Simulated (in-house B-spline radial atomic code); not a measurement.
Ionisation energies along the 29-electron series, configuration [Ar] 3d10 4s1, as differences of self-consistent energies. NIST's values go from ground level to ground level; the uncertainty of those that are theory runs from under 0.1 % in few-electron ions to several per cent in heavy many-electron ones. Computed with a radial B-spline atomic code at the basis-set limit: non-relativistic Hartree-Fock, average of the configuration, point nuclei.

This level leaves out relativity, spin-orbit splitting included, which matters for heavy ions.

| ion | configuration after | ionisation energy (eV) | IE/(q+1)² (eV) | -ε less Coulomb ΔSCF (eV) | tabulated value (eV) | tabulated kind | computed minus tabulated (eV) |
| --- | --- | --- | --- | --- | --- | --- | --- |
| Zr11+ | [Ar] 3d10 | 231.0 | 1.6043 | 0.11558 | 236.252 | measured | -5.2 |
| Nb12+ | [Ar] 3d10 | 262.5 | 1.5533 | 0.11786 | 268.59 | measured | -6.1 |
| Mo13+ | [Ar] 3d10 | 295.8 | 1.509 | 0.12002 | 302.6 | measured | -6.8 |
| Tc14+ | [Ar] 3d10 | 330.8 | 1.4701 | 0.12206 | 338.55 | semi-empirical | -7.8 |
| Ru15+ | [Ar] 3d10 | 367.5 | 1.4357 | 0.12398 | 376.25 | measured | -8.7 |
| Rh16+ | [Ar] 3d10 | 406.0 | 1.4049 | 0.1258 | 415.97 | semi-empirical | -9.9 |

**Question.** How far is this level of theory from the measured and semi-empirical values?

**Answer.** Over those 6 rows the differences run from -9.95 to -5.23 eV (mean absolute value 7.4 eV). The calculation leaves out relativity, correlation and, in open shells, the multiplet splittings that an average leaves out.
